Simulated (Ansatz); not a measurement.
Relaxation of BCl$_{2}$H$_{3}$O (7 atoms, charge 0, multiplicity 1), to a largest force component of 0.03 eV/Å in at most 50 steps.

Theory: RKS PBE0-D4/cc-pVDZ in Ansatz 0.2.0.

```xyz
7
Properties=species:S:1:pos:R:3:forces:R:3
B -0.017 0.446 -0.377 -0.04 -0.16 -0.27
Cl 0.213 0.037 2.653 -0.05 0.84 -0.44
Cl 1.378 -0.497 -0.917 -0.01 -0.01 0.00
O -1.277 0.004 -0.504 -0.01 0.01 0.00
H -1.331 -0.891 -0.864 0.01 -0.01 0.00
H 0.157 1.548 0.057 0.03 0.20 0.02
H 0.137 1.112 1.867 0.06 -0.88 0.70
```

Q: Where does it end, and by what steps?

A: It converged. The force dipped under the threshold on the way, but the program's further checks kept it going. After 38 steps the energy has fallen by 0.237 eV; Cl3 moved furthest, 1.78 Å.

```csv
step,energy less start (eV),largest force component (eV/Å),accepted
0,0.0000,0.884,yes
2,0.0167,0.808,no
4,-0.0616,0.161,yes
6,-0.0725,0.100,yes
8,-0.0646,0.707,no
10,-0.0746,0.363,no
12,-0.0782,0.063,yes
14,-0.0794,0.048,yes
16,-0.0818,0.092,yes
18,-0.0845,0.306,yes
20,-0.0914,0.184,yes
22,-0.1008,0.819,yes
24,-0.1479,0.637,yes
26,-0.1738,0.709,yes
28,-0.2188,0.088,yes
30,-0.2233,0.425,no
32,-0.2327,0.154,yes
34,-0.2355,0.012,yes
36,-0.2367,0.109,yes
38,-0.2375,0.006,yes
```

```xyz
7
Properties=species:S:1:pos:R:3
B 0.321 0.473 -0.746
Cl -0.605 0.727 3.306
Cl 0.387 -0.220 -2.367
O -0.393 -0.140 0.227
H -0.829 -0.954 -0.066
H 0.903 1.487 -0.490
H -0.524 0.386 2.050
```

Time of the run: 68 s on 2 threads of Arm Neoverse V1 (shared host), peak memory 0.16 GiB.
